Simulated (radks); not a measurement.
Q: Ionisation ladder of rubidium, from Rb to Rb21+. Each ion is in the ground configuration listed by NIST, and IE = E(next ion) - E(this ion). Calculated with a radial shooting solver on a logarithmic mesh with Libxc functionals: Dirac Kohn-Sham, BLYP, spin-unpolarised, spherical densities, finite nucleus; open shells fill j = l - 1/2 first; Fermi nuclear charge, rms radius 4.2036 fm.

| species | configuration | IE, Delta-SCF (eV) | <r> HOMO (bohr) |
|---|---|---|---|
| Rb | [Kr] 5s1 | 4.193 | 5.17 |
| Rb+ | [Kr] | 27.110 | 1.73 |
| Rb2+ | [Ar] 3d10 4s2 4p5 | 39.612 | 1.65 |
| Rb3+ | [Ar] 3d10 4s2 4p4 | 52.978 | 1.58 |
| Rb4+ | [Ar] 3d10 4s2 4p3 | 67.095 | 1.53 |
| Rb5+ | [Ar] 3d10 4s2 4p2 | ? | 1.46 |
| Rb6+ | [Ar] 3d10 4s2 4p1 | ? | 1.41 |
| Rb7+ | [Ar] 3d10 4s2 | 134.40 | 1.28 |
| Rb8+ | [Ar] 3d10 4s1 | 152.14 | 1.25 |
| Rb9+ | [Ar] 3d10 | 276.66 | 0.513 |
| Rb10+ | [Ar] 3d9 | 317.30 | 0.499 |
| Rb11+ | [Ar] 3d8 | 359.74 | 0.486 |
| Rb12+ | [Ar] 3d7 | 403.93 | 0.474 |
| Rb13+ | [Ar] 3d6 | 449.82 | 0.463 |
| Rb14+ | [Ar] 3d5 | 497.37 | 0.452 |
| Rb15+ | [Ar] 3d4 | 548.82 | 0.440 |
| Rb16+ | [Ar] 3d3 | 599.80 | 0.431 |
| Rb17+ | [Ar] 3d2 | 652.34 | 0.422 |
| Rb18+ | [Ar] 3d1 | 706.40 | 0.414 |
| Rb19+ | [Ar] | ? | 0.450 |
| Rb20+ | [Ne] 3s2 3p5 | ? | 0.444 |
| Rb21+ | [Ne] 3s2 3p4 | 961.27 | 0.439 |

Estimate the withheld Delta-SCF values.

A: Rb5+: 83.271 eV (NIST 83); Rb6+: 98.845 eV (NIST 98.67); Rb19+: 858.92 eV (NIST 857); Rb20+: 909.74 eV (NIST 905).

Beside tabulated values, note that spin-unpolarised runs miss the spin-polarisation part of the exchange energy of open shells.
